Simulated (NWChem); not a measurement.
System meant: AlH₂O₂F; SMILES [OH][Al]([OH])[F]

The following NWChem deck was run.

```
start job
memory heap 200 mb stack 900 mb global 1100 mb
geometry units angstroms noautoz
  Al    -0.009086     0.033212     0.000000
  F     -1.636701     0.310021     0.000000
  O      1.034735     1.375265     0.000000
  H      1.988463     1.225647     0.000000
  O      0.611944    -1.553251     0.000000
  H      0.015535    -2.311951     0.000000
end
basis spherical
  * library def2-svp
end
dft
  odft
  mult 2
  xc b3lyp
  iterations 150
  mulliken
end
task dft energy
```

End of the output:

```
                                 NWChem DFT Module
                                 -----------------

 Summary of "ao basis" -> "ao basis" (spherical)
 ------------------------------------------------------------------------------
       Tag                 Description            Shells   Functions and Types
 ---------------- ------------------------------  ------  ---------------------
 Al                         def2-svp                 8       18   4s3p1d
 F                          def2-svp                 6       14   3s2p1d
 O                          def2-svp                 6       14   3s2p1d
 H                          def2-svp                 3        5   2s1p

 Summary of "ao basis" -> "ao basis" (spherical)
 ------------------------------------------------------------------------------
       Tag                 Description            Shells   Functions and Types
 ---------------- ------------------------------  ------  ---------------------
 Al                         def2-svp                 8       18   4s3p1d
 F                          def2-svp                 6       14   3s2p1d
 O                          def2-svp                 6       14   3s2p1d
 H                          def2-svp                 3        5   2s1p

      Symmetry analysis of basis
      --------------------------

        a'         51
        a"         19

  number of electrons :                   40
  multiplicity        :                    2
 ------------------------------------------------------------------------
  no. of electrons and multiplicity not compatible                  40
 ------------------------------------------------------------------------
 ------------------------------------------------------------------------
  current input line :
    21: task dft energy
 ------------------------------------------------------------------------
 ------------------------------------------------------------------------
 There is an error in the input file
 ------------------------------------------------------------------------
 For more information see the NWChem manual at https://nwchemgit.github.io

0: no. of electrons and multiplicity not compatible:Received an Error in Communication
```

Problem. Can this run be used? If not, why, and what is the fix?

Solution. The program refused the input. Cause: the multiplicity doesn't fit the number of electrons (an even count wants an odd multiplicity, and the reverse). This input runs:
```
start job
memory heap 200 mb stack 900 mb global 1100 mb
geometry units angstroms noautoz
  Al    -0.009086     0.033212     0.000000
  F     -1.636701     0.310021     0.000000
  O      1.034735     1.375265     0.000000
  H      1.988463     1.225647     0.000000
  O      0.611944    -1.553251     0.000000
  H      0.015535    -2.311951     0.000000
end
basis spherical
  Al library def2-svp
  F library def2-svp
  O library def2-svp
  H library def2-svp
end
dft
  xc b3lyp
  iterations 150
  mulliken
end
task dft energy
```
It converges to -493.85025 Ha (B3LYP/def2-SVP).
